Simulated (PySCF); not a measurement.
## `C1C(N)CCOC1`, C5H11NO

Cartesian coordinates in Å; atom numbers follow the order of the lines, from 1:
```xyz
18

N     2.092   -0.542    0.769
C     0.703   -0.154    0.596
C    -0.075   -1.299   -0.055
C    -1.537   -0.892   -0.242
O    -1.663    0.277   -1.018
C    -1.003    1.371   -0.428
C     0.495    1.112   -0.254
H     2.516   -0.735   -0.133
H     2.619    0.209    1.203
H     0.298    0.026    1.601
H     0.363   -1.520   -1.031
H    -0.009   -2.194    0.564
H    -2.090   -1.665   -0.779
H    -2.004   -0.738    0.745
H    -1.178    2.218   -1.094
H    -1.449    1.592    0.556
H     0.951    0.965   -1.236
H     0.962    1.977    0.222
```

Theory: GIAO B3LYP/pcSseg-1 magnetisability, rotational g tensor and spin-rotation constants, non-relativistic, gas phase (PySCF). Geometry: GFN2-xTB.

Problem. Give the nuclear spin-rotation constants along the inertial axes (H = +C I·J) beside the isotropic shieldings.

Solution. Rotational constants 4.6532, 2.2511, 1.6637 GHz. A star marks the isotopologue with that one atom substituted, in its own axes.
```csv
atom,isotope,Caa (kHz),Cbb (kHz),Ccc (kHz),mean (kHz),σ (ppm)
N1,14N,0.200,0.138,0.099,0.145,202.8
H8,1H,-0.554,-0.298,0.029,-0.274,31.5
H9,1H,-0.373,-0.069,-0.185,-0.209,30.9
H10,1H,-0.523,-0.237,0.071,-0.230,29.4
H11,1H,-0.545,-0.264,0.057,-0.251,30.7
H12,1H,-0.388,-0.004,-0.171,-0.188,30.1
H13,1H,-0.275,-0.019,-0.126,-0.140,27.6
H14,1H,-0.518,-0.225,0.093,-0.217,28.3
H15,1H,-0.264,-0.028,-0.126,-0.140,27.7
H16,1H,-0.517,-0.228,0.092,-0.218,28.4
H17,1H,-0.547,-0.270,0.062,-0.252,30.7
H18,1H,-0.396,-0.006,-0.180,-0.194,30.4
C2,13C*,0.947,0.502,0.321,0.590,126.2
C3,13C*,0.850,0.431,0.299,0.527,140.7
C4,13C*,1.177,0.458,0.402,0.679,107.9
O5,17O*,-0.416,-0.351,-0.084,-0.284,276.3
```
For the geometry as given, no vibrational averaging.

Problem. How do the rotational constants and the g tensor change when H8, H9, H10, H11, H12, H13, H14, H15, H16, H17, H18 are replaced by deuterium?

Solution. Constants 3.5389, 1.9330, 1.4247 GHz; g -0.0037, -0.0108, -0.0102, against -0.0043, -0.0127, -0.0120 before.
